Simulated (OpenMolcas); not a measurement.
## AsO⁺ at 1.564 Å: OpenMolcas input and output

Input (each module block was a call of its own in one work directory; start orbitals came from a preliminary run):

```
&GATEWAY
Coord
2
angstrom
As 0.0 0.0 0.0
O 0.0 0.0 1.5640
Basis=ANO-RCC-VTZP
Group=XY
RX2C
AMFI
ANGMom
0.0 0.0 0.0
RICD
&SEWARD
&GUESSORB
* RASSCF and CASPT2 blocks for each multiplicity and irrep, as for the first:
&RASSCF
FileOrb=$CurrDir/o11.orb
Symmetry=1
Spin=1
nActEl=6 0 0
Inactive=11 6
RAS2=2 4
CIRoot=4 4 1
Linear
Iterations=120 100
OrbListing=Nothing
PRWF=0.15
>>COPY $Project.RasOrb $CurrDir/o11.orb
>>COPY $Project.rasscf.h5 $CurrDir/r11.h5
&CASPT2
XMultistate=all
Imaginary=0.2
IPEA=0.25
MaxIter=40
>>COPY $Project.JobMix JOB001
&RASSI
Nr of JobIphs=3 4 4 2
1 2 3 4
1 2 3 4
1 2
SpinOrbit
EJob
Omega
MEES
MESO
Properties=4
'AngMom' 3 'Mltpl  1' 1 'Mltpl  1' 2 'Mltpl  1' 3
Thrs=1.0d-4
>>COPY $Project.rassi.h5 $CurrDir/so.h5
```

```bash
pymolcas m.inp
```

C2 symmetry about the axis (a holds Σ, Δ, Γ; b holds Π, Φ, H; Σ⁺ and Σ⁻ are not told apart); roots by multiplicity and irrep: 1a 4, 3a 4, 3b 2.

RASSI part of the output, in excerpt:

```
SPIN-FREE ENERGIES:
  (Shifted by EMIN (a.u.) =      -2333.9988494831)
 SF State       Relative EMIN(au)   Rel lowest level(eV)    D:o, cm**(-1)      Abs_M
     1             0.0000000000        0.0000000000              0.0000         0.0
     5             0.1535733240        4.1789430366          33705.4487         0.0
     6             0.1765941268        4.8053709942          38757.9309         2.0
     7             0.1766643573        4.8072820630          38773.3447         2.0
     9             0.1789638734        4.8698550820          39278.0301         1.0
    10             0.1789638734        4.8698550820          39278.0301         1.0
     2             0.1928866972        5.2487144187          42333.7368         0.0
     8             0.1929856354        5.2514066661          42355.4512         0.0
     3             0.1975155939        5.3746731162          43349.6622         2.0
     4             0.1979781298        5.3872593588          43451.1771         2.0
++ Dipole transition strengths (spin-free states):
     for osc. strength at least  1.00000000E-05
      From   To        Osc. strength     Einstein coefficients Ax, Ay, Az (sec-1)    Total A (sec-1)
         5    9       2.43819998E-04  1.06857614E+00  5.04931544E+03  0.00000000E+00  5.05038402E+03
         5   10       2.43819998E-04  5.04931542E+03  1.06857639E+00  0.00000000E+00  5.05038400E+03
         6    9       3.49403595E-05  5.75027881E+00  5.54096224E-01  0.00000000E+00  6.30437504E+00
         6   10       3.49403598E-05  5.54096218E-01  5.75027887E+00  0.00000000E+00  6.30437509E+00
         7    9       3.39048572E-05  5.06277740E-01  5.25403002E+00  0.00000000E+00  5.76030776E+00
         7   10       3.39048571E-05  5.25403000E+00  5.06277740E-01  0.00000000E+00  5.76030774E+00
         9    8       2.22290539E-04  1.40392914E+03  2.96991776E-01  0.00000000E+00  1.40422613E+03
        10    8       2.22290539E-04  2.96991838E-01  1.40392914E+03  0.00000000E+00  1.40422613E+03
 Electric-quadrupole - electric-quadrupole not included
 Electric-dipole - electric-octupole not included
 Electric-dipole - magnetic-quadrupole not included
   Eigenvalues of complex Hamiltonian:
  (Shifted by EMIN (a.u.) =      -2333.9988494831)
 SO State       Relative EMIN(au)   Rel lowest level(eV)    D:o, cm**(-1)      Omega
     1            -0.0001306983        0.0000000000              0.0000         0.0
     2             0.1532009039        4.1723654524          33652.3969         1.0
     3             0.1532009039        4.1723654524          33652.3969         1.0
     4             0.1534172752        4.1782532153          33699.8849         0.0
     5             0.1743400269        4.7475902917          38291.8981         1.0
     6             0.1743400269        4.7475902917          38291.8981         1.0
     7             0.1759432065        4.7912150309          38643.7553         2.0
     8             0.1759987529        4.7927265248          38655.9464         2.0
     9             0.1761124852        4.7958213384          38680.9077         0.0
    10             0.1761482190        4.7967937060          38688.7504         0.0
    11             0.1788536617        4.8704125508          39282.5264         3.0
    12             0.1788536617        4.8704125508          39282.5264         3.0
    13             0.1790075845        4.8746010059          39316.3086         1.0
    14             0.1790075845        4.8746010059          39316.3086         1.0
    15             0.1817635649        4.9495950526          39921.1764         2.0
    16             0.1817660828        4.9496635670          39921.7290         2.0
    17             0.1930414818        5.2564828058          42396.3930         0.0
    18             0.1930793434        5.2575130716          42404.7027         0.0
    19             0.1933791400        5.2656709514          42470.5004         1.0
    20             0.1933791400        5.2656709514          42470.5004         1.0
    21             0.1982342015        5.3977839061          43536.0633         2.0
    22             0.1986794431        5.4098995478          43633.7825         2.0
 Weights of the five most important spin-orbit-free states for each spin-orbit state.
 SO State  Total energy (au)           Spin-free states, spin, and weights
    1        -0.000131       1 0.0  0.9993   10 1.0  0.0002    9 1.0  0.0002    8 1.0  0.0002    5 1.0  0.0000
    2         0.153201       5 1.0  0.9907    8 1.0  0.0090    9 1.0  0.0004    6 1.0  0.0000    7 1.0  0.0000
    3         0.153201       5 1.0  0.9907    8 1.0  0.0090   10 1.0  0.0004    6 1.0  0.0000    7 1.0  0.0000
    4         0.153417       5 1.0  0.9954    2 0.0  0.0033   10 1.0  0.0006    9 1.0  0.0006    1 0.0  0.0000
    5         0.174340       6 1.0  0.5007    7 1.0  0.4854   10 1.0  0.0138    8 1.0  0.0000    5 1.0  0.0000
    6         0.174340       6 1.0  0.5007    7 1.0  0.4854    9 1.0  0.0138    8 1.0  0.0000    5 1.0  0.0000
    7         0.175943       6 1.0  0.9693    4 0.0  0.0265   10 1.0  0.0020    9 1.0  0.0020    7 1.0  0.0002
    8         0.175999       7 1.0  0.9680    3 0.0  0.0277   10 1.0  0.0020    9 1.0  0.0020    6 1.0  0.0002
    9         0.176112       9 1.0  0.4985   10 1.0  0.4985    2 0.0  0.0015    5 1.0  0.0015    8 1.0  0.0000
   10         0.176148      10 1.0  0.4983    9 1.0  0.4983    8 1.0  0.0030    1 0.0  0.0005    5 1.0  0.0000
   11         0.178854       7 1.0  0.5041    6 1.0  0.4951   10 1.0  0.0004    9 1.0  0.0004    8 1.0  0.0000
   12         0.178854       7 1.0  0.5041    6 1.0  0.4951    9 1.0  0.0004   10 1.0  0.0004    8 1.0  0.0000
   13         0.179008      10 1.0  0.9830    7 1.0  0.0105    6 1.0  0.0041    8 1.0  0.0022    5 1.0  0.0002
   14         0.179008       9 1.0  0.9830    7 1.0  0.0105    6 1.0  0.0041    8 1.0  0.0022    5 1.0  0.0002
   15         0.181764      10 1.0  0.4957    9 1.0  0.4957    3 0.0  0.0060    7 1.0  0.0025    6 1.0  0.0000
   16         0.181766      10 1.0  0.4959    9 1.0  0.4959    4 0.0  0.0057    6 1.0  0.0026    7 1.0  0.0000
   17         0.193041       2 0.0  0.9951    5 1.0  0.0031    9 1.0  0.0008   10 1.0  0.0008    8 1.0  0.0001
   18         0.193079       8 1.0  0.9967    9 1.0  0.0015   10 1.0  0.0015    1 0.0  0.0003    2 0.0  0.0001
   19         0.193379       8 1.0  0.9888    5 1.0  0.0091   10 1.0  0.0011    9 1.0  0.0011    7 1.0  0.0000
   20         0.193379       8 1.0  0.9888    5 1.0  0.0091    9 1.0  0.0011   10 1.0  0.0011    7 1.0  0.0000
   21         0.198234       3 0.0  0.9661    7 1.0  0.0292   10 1.0  0.0023    9 1.0  0.0023    6 1.0  0.0001
   22         0.198679       4 0.0  0.9677    6 1.0  0.0279    9 1.0  0.0022   10 1.0  0.0022    7 1.0  0.0001
++ Dipole transition strengths (SO states):
        for osc. strength at least   1.00000000E-05
      From   To        Osc. strength     Einstein coefficients Ax, Ay, Az (sec-1)    Total A (sec-1)
         2    9       1.37339918E-04  1.26080528E+00  2.31516178E+03  0.00000000E+00  2.31642259E+03
         2   10       1.37274821E-04  2.32128813E+03  1.26429982E+00  0.00000000E+00  2.32255243E+03
         2   15       1.04149919E-04  1.51755283E+02  2.57827303E+03  0.00000000E+00  2.73002832E+03
         2   16       1.04189866E-04  2.57971210E+03  1.51844844E+02  0.00000000E+00  2.73155694E+03
         3    9       1.37339917E-04  2.31516177E+03  1.26080541E+00  0.00000000E+00  2.31642258E+03
         3   10       1.37274821E-04  1.26429968E+00  2.32128813E+03  0.00000000E+00  2.32255243E+03
         3   15       1.04149919E-04  2.57827302E+03  1.51755281E+02  0.00000000E+00  2.73002831E+03
         3   16       1.04189867E-04  1.51844845E+02  2.57971211E+03  0.00000000E+00  2.73155695E+03
         4   13       2.43937134E-04  5.13154288E+03  1.08608144E+00  0.00000000E+00  5.13262897E+03
         4   14       2.43937135E-04  1.08608117E+00  5.13154290E+03  0.00000000E+00  5.13262898E+03
         5    9       2.56495226E-05  2.58855610E+00  5.04467341E-04  0.00000000E+00  2.58906056E+00
         5   10       2.60814260E-05  5.33651367E-04  2.73934522E+00  0.00000000E+00  2.73987887E+00
         6    9       2.56495227E-05  5.04467421E-04  2.58855610E+00  0.00000000E+00  2.58906057E+00
         6   10       2.60814258E-05  2.73934520E+00  5.33651444E-04  0.00000000E+00  2.73987885E+00
         7   13       4.27596343E-05  1.23353051E+00  1.16676530E+01  0.00000000E+00  1.29011835E+01
         7   14       4.27596340E-05  1.16676529E+01  1.23353052E+00  0.00000000E+00  1.29011834E+01
         7   22       1.05883685E-05  0.00000000E+00  0.00000000E+00  1.75864059E+02  1.75864059E+02
         8   13       4.22221725E-05  1.11072312E+01  1.17415100E+00  0.00000000E+00  1.22813822E+01
         8   14       4.22221725E-05  1.17415101E+00  1.11072312E+01  0.00000000E+00  1.22813822E+01
         8   21       1.08307710E-05  0.00000000E+00  0.00000000E+00  1.72052921E+02  1.72052921E+02
         9   19       1.15529444E-04  5.53340386E+02  5.53334310E+02  0.00000000E+00  1.10667470E+03
         9   20       1.15529444E-04  5.53334313E+02  5.53340383E+02  0.00000000E+00  1.10667470E+03
        10   19       1.16544978E-04  5.55890239E+02  5.55896340E+02  0.00000000E+00  1.11178658E+03
        10   20       1.16544978E-04  5.55896340E+02  5.55890240E+02  0.00000000E+00  1.11178658E+03
        11   15       4.26847770E-05  5.80645550E+00  5.80645298E+00  0.00000000E+00  1.16129085E+01
        11   16       4.23728457E-05  5.77399983E+00  5.77400241E+00  0.00000000E+00  1.15480022E+01
        12   15       4.26847769E-05  5.80645294E+00  5.80645554E+00  0.00000000E+00  1.16129085E+01
        12   16       4.23728457E-05  5.77400238E+00  5.77399987E+00  0.00000000E+00  1.15480022E+01
        13   18       2.16806777E-04  2.71978238E-01  1.37909716E+03  0.00000000E+00  1.37936914E+03
        14   18       2.16806777E-04  1.37909716E+03  2.71978185E-01  0.00000000E+00  1.37936914E+03
        15   19       1.03658556E-04  2.24682679E+02  2.24680485E+02  0.00000000E+00  4.49363164E+02
        15   20       1.03658556E-04  2.24680485E+02  2.24682679E+02  0.00000000E+00  4.49363164E+02
        16   19       1.03649333E-04  2.24563107E+02  2.24565299E+02  0.00000000E+00  4.49128406E+02
        16   20       1.03649333E-04  2.24565299E+02  2.24563107E+02  0.00000000E+00  4.49128406E+02
 Electric-quadrupole - electric-quadrupole not included
 Electric-dipole - electric-octupole not included
 Electric-dipole - magnetic-quadrupole not included
```

Only roots inside an energy window near the equilibrium distance were included, so the list of states is not complete; labels number the states computed. Each spin and symmetry block has orbitals of its own, averaged over its own roots, so gaps between blocks are less sure than gaps within one and near the minimum can be off by tenths of an eV, in bad cases by more. No Rydberg orbitals are active, so Rydberg states, and σ→σ* states whose orbital the CASSCF left unused, can be missing between those listed. CASPT2 splits the two components of degenerate states numerically, here by up to 102 cm⁻¹. No roots were computed in block 1b (none fell in the window or the block failed), so states of that kind are missing and can lie low or lowest.
